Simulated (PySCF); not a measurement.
# Spinor energies of Ge⁺ (germanium, charge +1)

Start: [Ar] 3d10 4s2 5s1; 5s1/2 filled at m_j = +1/2. Calculated with PySCF 2.14 in x2c-SVPall-2c with one added diffuse shell each of s, p, d type (6s7p4d, 47 functions): generalised Hartree-Fock with the X2C-1e Hamiltonian and a Gaussian nucleus; one run each with spin-orbit coupling (SO) switched off, then screened by Boettger's factors. This is a chosen level, not necessarily the ground level.

```csv
spinor shell,electrons,"ε, spin-free (eV)","ε, screened SO (eV)",weight of nominal j (screened SO),"rms radius, screened SO (bohr)"
1s1/2,2,-11189.4,-11189.2,1.000,0.0542
2s1/2,2,-1467.4,-1467.4,1.000,0.227
2p1/2,2,-1279.7,-1301.6,1.000,0.201
2p3/2,4,-1279.7,-1269.1,1.000,0.204
3s1/2,2,-215.75,-215.75,1.000,0.668
3p1/2,2,-155.94,-159.05,1.000,0.695
3p3/2,4,-155.94,-154.42,1.000,0.704
3d3/2,4,-57.792,-58.178,1.000,0.809
3d5/2,6,-57.792,-57.537,1.000,0.814
4s1/2,2,-26.958,-26.959,1.000,2.14
5s1/2,1,-7.803,-7.803,1.000,5.79
```

```tsv
quantity	spin-free	screened SO
E (hartree)	-2096.14103	-2096.20221
M_J	1/2	1/2
⟨J²⟩	0.750	0.750
⟨L²⟩	0.000	0.002
⟨S²⟩	0.750	0.752
```

Each row is a mean over spinors that exchange with the open shell spreads, by up to 0.323 eV (4s1/2).

Without spin-orbit coupling the j labels of p, d and f shells carry no meaning; the spin-free column gives the mean over the occupied spinors of each nl shell.
